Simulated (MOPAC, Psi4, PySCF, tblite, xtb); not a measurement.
Dimer CH3Li ··· H3N (SMILES [Li][CH3] and N) at R = 3.34 Å between the centres of mass, closest contact 2.16 Å (a higher rigid-body minimum at GFN2-xTB). Geometry in Å and degrees:

```
Li
C 1 1.9699
H 2 1.0977 1 112.68
H 2 1.0977 3 106.11 1 123.73
H 2 1.0977 3 106.10 4 112.57
N 1 2.1635 2 132.62 3 178.43
H 6 1.0136 1 121.40 2 132.07
H 6 1.0136 7 107.33 1 106.52
H 6 1.0136 7 107.33 8 115.10
```

- GFN2-xTB (tblite)
- SAPT0/jun-cc-pVDZ, all electrons correlated (Psi4)
- PBE0/def2-TZVP, counterpoise-corrected (Psi4)
- PBE0-D3(BJ)/def2-TZVP, counterpoise-corrected (Psi4)
- PBE/def2-TZVP, counterpoise-corrected (Psi4)
- PBE-D3(BJ)/def2-TZVP, counterpoise-corrected (Psi4)
- wB97X-D/def2-TZVP, counterpoise-corrected (Psi4)
- HF/aug-cc-pVTZ, counterpoise-corrected (Psi4)
- MP2/aug-cc-pVTZ = DF-MP2/aug-cc-pVTZ, all electrons correlated, counterpoise-corrected run with Psi4 1.11
- SCS-MP2/aug-cc-pVTZ = DF-SCS-MP2/aug-cc-pVTZ, all electrons correlated, counterpoise-corrected (Psi4)
- PM7, restricted, heats of formation (MOPAC)
- PM3, restricted, heats of formation (MOPAC)
- GFN1-xTB (xtb)
- RKS-B3LYP/6-31G* = restricted B3LYP/6-31G*, spherical d, no counterpoise correction (PySCF 2.14.0)
- RKS-BP86/6-31G* = restricted BP86/6-31G*, spherical d, no counterpoise correction in PySCF
- RHF/6-31G* = restricted Hartree-Fock/6-31G*, spherical d, no counterpoise correction (PySCF)
- RMP2/3-21G = restricted MP2 (frozen core)/3-21G, no counterpoise correction (PySCF)

What interaction energy does each level give?


| method | E_int / kcal/mol |
|---|---|
| RMP2/3-21G | -33.10 |
| PM3 | -25.05 |
| RKS-B3LYP/6-31G* | -24.05 |
| RKS-BP86/6-31G* | -22.77 |
| RHF/6-31G* | -22.21 |
| PBE0-D3(BJ)/def2-TZVP | -19.81 |
| PBE-D3(BJ)/def2-TZVP | -19.66 |
| PBE0/def2-TZVP | -19.06 |
| SAPT0/jun-cc-pVDZ | -18.94 |
| PBE/def2-TZVP | -18.85 |
| wB97X-D/def2-TZVP | -18.80 |
| MP2/aug-cc-pVTZ | -18.08 |
| HF/aug-cc-pVTZ | -17.92 |
| SCS-MP2/aug-cc-pVTZ | -17.81 |
| GFN1-xTB | -14.77 |
| GFN2-xTB | -12.16 |
| PM7 | -2.90 |
